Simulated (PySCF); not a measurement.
## Frontier orbitals and the lowest excitations

Species: C7H8O2.
SMILES with atom numbers: `[CH:1]#[C:2]/[CH:3]=[CH:4]/[CH2:5][CH2:6][O:7][CH:8]=[O:9]` (hydrogens: H10 on C1; H11 on C3; H12 on C4; H13, H14 on C5; H15, H16 on C6; H17 on C8)

Structure used (GFN2-xTB), in Å, numbered top down from 1:
```xyz
17
C7H8O2 angstrom
C      4.1330    0.5611   -1.0878
C      3.1526    0.1260   -0.5471
C      2.0223   -0.4179    0.0958
C      0.8061    0.1192    0.0337
C     -0.3921   -0.4650    0.7079
C     -1.5019   -0.7931   -0.2971
O     -2.0242    0.3882   -0.9132
C     -2.9658    1.0388   -0.2563
O     -3.4436    0.7423    0.7988
H      4.9855    0.9465   -1.5624
H      2.2023   -1.3220    0.6661
H      0.6377    1.0209   -0.5393
H     -0.7946    0.2456    1.4361
H     -0.1240   -1.3818    1.2357
H     -1.1174   -1.4023   -1.1174
H     -2.3189   -1.3154    0.2114
H     -3.2639    1.9209   -0.8493
```

The calculation used TDDFT PBE0/def2-SVPD, vertical, gas phase, core orbitals frozen in the response in PySCF 2.14.0, density-fitted response routines.

Frontier orbitals with the atoms that hold most of them (Löwdin shares over 4%, at most four atoms; ? is withheld):

| orbital | ε (eV) | atoms |
| --- | --- | --- |
| LUMO+2 | 0.66 | C3 12%, C1 10%, C2 10%, C5 9% |
| LUMO+1 | -0.16 | C8 40%, O9 30%, O7 17%, H17 8% |
| LUMO | -0.95 | ? |
| HOMO | ? | C1 26%, C4 22%, C2 20%, C3 18% |
| HOMO-1 | -8.10 | ? |
| HOMO-2 | -8.54 | O9 67%, C8 13%, O7 9%, H17 7% |
| HOMO-3 | -9.22 | O7 34%, O9 24%, C5 8%, C6 8% |

(1) Which atoms hold the HOMO-1, and with what shares?

(2) Give the leading atoms of the LUMO.

(3) What is the HOMO energy, and the HOMO–LUMO gap?

## Answers

(1) C1 (bonded to C and H) 43%; C2 (bonded to 2 C) 41%; C3 (bonded to 2 C and H) 7%; H10 (bonded to C) 4%. By element: carbon 91% or more, hydrogen 4% or more.

(2) C4 (bonded to 2 C and H) 29%; C3 (bonded to 2 C and H) 22%; C1 (bonded to C and H) 16%; C2 (bonded to 2 C) 13%.

(3) ε(HOMO) = -7.06 eV; the gap is 6.11 eV (0.2246 hartree).

Question: How does S1 compare with the orbital gap of 6.11 eV?

Answer: S1 is at 5.43 eV (f = 0.0002), 0.68 eV below the gap, made of HOMO-1→LUMO (97%). Its leading pair isn't HOMO and LUMO; the energies of that pair differ by 7.15 eV. 

Question: One configuration dominates each of S1, S2, S3 and S6. Which, and how do the shares of the two leading atoms of either orbital change from the occupied to the empty one?

Answer: 
- S1 (5.43 eV, f 0.0002), HOMO-1→LUMO (97%): C1 43% → 16%, C2 41% → 13%, C4 at most 5% → 29%, C3 7% → 22%
- S2 (5.58 eV, f 0.436), HOMO→LUMO (88%): C1 26% → 16%, C4 22% → 29%, C3 18% → 22%
- S3 (5.93 eV, f 0.0028), HOMO-2→LUMO+1 (85%): O9 67% → 30%, C8 13% → 40%
- S6 (6.85 eV, f 0.013), HOMO-2→LUMO (98%): O9 67% → at most 14%, C8 13% → at most 14%, C4 at most 6% → 29%, C3 at most 6% → 22%

One conformer stands for the species.
